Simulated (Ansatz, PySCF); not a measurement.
System: sum formula SiN$_{2}$H$_{4}$Cl$_{2}$, charge 0, multiplicity 1. 
Structure (B3LYP-D3(BJ)/def2-TZVP (Ansatz, a first-principles code) minimum search):
```
Si
N 1 1.6925
H 2 1.0069 1 120.84
H 2 1.0080 3 112.58 1 152.00
N 1 1.6925 2 109.07 3 -156.63
H 5 1.0069 1 120.84 2 -156.63
H 5 1.0080 6 112.58 1 152.00
Cl 1 2.0678 2 116.48 3 85.13
Cl 1 2.0678 2 104.75 3 -31.26
```
Charge 0, spin multiplicity 1.

Property: atomisation energy (electronic, to ground-state atoms); the coupled-cluster value holds the core correlation from cc-pwCVTZ, in kcal/mol. Valence correlation only, unless marked. UHF or UKS for open shells. No spin-orbit coupling. No relativistic terms. Basis-set limits of correlation are two-point, X^-3; Hartree-Fock from the larger set. The bracket is a focal-point correction in the basis named.

Level to compare with: RI-MP2/CBS(aug-cc-pV(T+d)Z,aug-cc-pV(Q+d)Z)+[CCSD(T)-MP2]/aug-cc-pV(T+d)Z plus the core term (Ansatz), 761.7 kcal/mol. It is a level with limits of its own, and the differences hold the functionals' basis error too.

Rank these functionals by how close they come to RI-MP2/CBS(aug-cc-pV(T+d)Z,aug-cc-pV(Q+d)Z)+[CCSD(T)-MP2]/aug-cc-pV(T+d)Z, closest first: B97M-V/def2-TZVPD (Ansatz); r2SCAN/def2-TZVPD (Ansatz); wB97X/def2-TZVPD (Ansatz); TPSSh/def2-TZVPD (PySCF).

B97M-V/def2-TZVPD (meta-GGA with VV10, 760.1 kcal/mol, difference -1.6), wB97X/def2-TZVPD (range-separated hybrid, 754.8 kcal/mol, difference -6.9), r2SCAN/def2-TZVPD (meta-GGA, 752.9 kcal/mol, difference -8.8), TPSSh/def2-TZVPD (hybrid meta-GGA, 746.9 kcal/mol, difference -14.8)
